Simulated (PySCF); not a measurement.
PySCF run on Br⁻

File input.py (PySCF 2.14):

```python
from pyscf import gto, dft
from pyscf.prop.polarizability import rhf as pol

mol = gto.M(
    atom='Br 0 0 0',
    basis='jorge-dzp',
    charge=-1,
    spin=0,
    verbose=4,
)
mf = dft.RKS(mol, xc='pbesol')
mf.kernel()
print('polarizability (a.u.)')
print(pol.Polarizability(mf).polarizability().round(4))
mf.dip_moment()
print('orbital energies (hartree):', mf.mo_energy[..., max(0, mol.nelec[1]-3):mol.nelec[0]+3].round(4))
```

```bash
$ OMP_NUM_THREADS=1 python input.py
```

The log:

```
PySCF version 2.14.0

[INPUT] verbose = 4
[INPUT] num. atoms = 1
[INPUT] num. electrons = 36
[INPUT] charge = -1
[INPUT] spin (= nelec alpha-beta = 2S) = 0
[INPUT] symmetry False subgroup None
[INPUT] Mole.unit = angstrom
[INPUT] Symbol           X                Y                Z      unit          X                Y                Z       unit  Magmom
[INPUT]  1 Br     0.000000000000   0.000000000000   0.000000000000 AA    0.000000000000   0.000000000000   0.000000000000 Bohr   0.0

nuclear repulsion = 0
number of shells = 17
number of NR pGTOs = 83
number of NR cGTOs = 43
basis = jorge-dzp
ecp = {}

******** <class 'pyscf.dft.rks.RKS'> ********
method = RKS
initial guess = minao
damping factor = 0
level_shift factor = 0
DIIS = <class 'pyscf.scf.diis.CDIIS'>
diis_start_cycle = 1
diis_space = 8
diis_damp = 0
SCF conv_tol = 1e-09
SCF conv_tol_grad = None
SCF max_cycles = 50
direct_scf = True
direct_scf_tol = 1e-13
XC library pyscf.dft.libxc version 7.0.0
    S. Lehtola, C. Steigemann, M. J.T. Oliveira, and M. A.L. Marques.,  SoftwareX 7, 1–5 (2018)
XC functionals = pbesol
    J. P. Perdew, A. Ruzsinszky, G. I. Csonka, O. A. Vydrov, G. E. Scuseria, L. A. Constantin, X. Zhou, and K. Burke.,  Phys. Rev. Lett. 100, 136406 (2008)
    J. P. Perdew, A. Ruzsinszky, G. I. Csonka, O. A. Vydrov, G. E. Scuseria, L. A. Constantin, X. Zhou, and K. Burke.,  Phys. Rev. Lett. 100, 136406 (2008)
radial grids:
    Treutler-Ahlrichs [JCP 102, 346 (1995); DOI:10.1063/1.469408] (M4) radial grids

becke partition: Becke, JCP 88, 2547 (1988); DOI:10.1063/1.454033
pruning grids: <function nwchem_prune>
grids dens level: 3
symmetrized grids: False
atomic radii adjust function: <function treutler_atomic_radii_adjust>
small_rho_cutoff = 0
Set gradient conv threshold to 3.16228e-05
Initial guess from minao.
tot grids = 20424
init E= -2567.19000845619
  HOMO = -0.283149416284267  LUMO = 0.465750413801429  gap/eV = 20.37860
cycle= 1 E= -2572.02497826859  delta_E= -4.83  |g|= 2.01  |ddm|= 0.847
  HOMO = 0.114371264428435  LUMO = 0.828421210541837  gap/eV = 19.43029
cycle= 2 E= -2572.05746160491  delta_E= -0.0325  |g|= 0.441  |ddm|= 0.796
  HOMO = 0.0529750912004132  LUMO = 0.773903028391025  gap/eV = 19.61745
cycle= 3 E= -2572.06750720836  delta_E= -0.01  |g|= 0.0951  |ddm|= 0.406
  HOMO = 0.0708473757882128  LUMO = 0.789774347160029  gap/eV = 19.56300
cycle= 4 E= -2572.06856569076  delta_E= -0.00106  |g|= 0.015  |ddm|= 0.124
  HOMO = 0.0680452110917114  LUMO = 0.786995072296487  gap/eV = 19.56362
cycle= 5 E= -2572.06859843246  delta_E= -3.27e-05  |g|= 0.00518  |ddm|= 0.0239
  HOMO = 0.0684267776971841  LUMO = 0.787394513271373  gap/eV = 19.56411
cycle= 6 E= -2572.06860037302  delta_E= -1.94e-06  |g|= 1.23e-05  |ddm|= 0.00393
  HOMO = 0.0684261950278297  LUMO = 0.787393163053645  gap/eV = 19.56409
cycle= 7 E= -2572.06860037302  delta_E= -4.55e-12  |g|= 1.08e-07  |ddm|= 3.41e-06
  HOMO = 0.0684261618718205  LUMO = 0.787393133673551  gap/eV = 19.56409
Extra cycle  E= -2572.06860037302  delta_E= -9.09e-13  |g|= 1.35e-07  |ddm|= 2.46e-07
converged SCF energy = -2572.06860037302
polarizability (a.u.)
Isotropic polarizability 3.74221007394
Polarizability anisotropy 2.35506797e-12
[[ 3.7422 -0.     -0.    ]
 [-0.      3.7422 -0.    ]
 [-0.     -0.      3.7422]]

WARN: System has nonzero charge -1; the dipole moment is origin-dependent.
Location of origin: [0. 0. 0.]

Dipole moment(X, Y, Z, Debye):  0.00000,  0.00000,  0.00000
orbital energies (hartree): [0.0684 0.0684 0.0684 0.7874 0.9279 0.9279]
```

In short: E(SCF) = -2572.068600 Eh, 7 cycles, α(xx, yy, zz) = 3.7, 3.7, 3.7 bohr³.

Run time: 1.7 s on 1 thread of Intel Xeon Platinum 8375C @ 2.90GHz (shared host), peak memory 0.17 GiB.

The basis has no diffuse functions, which an anion needs.
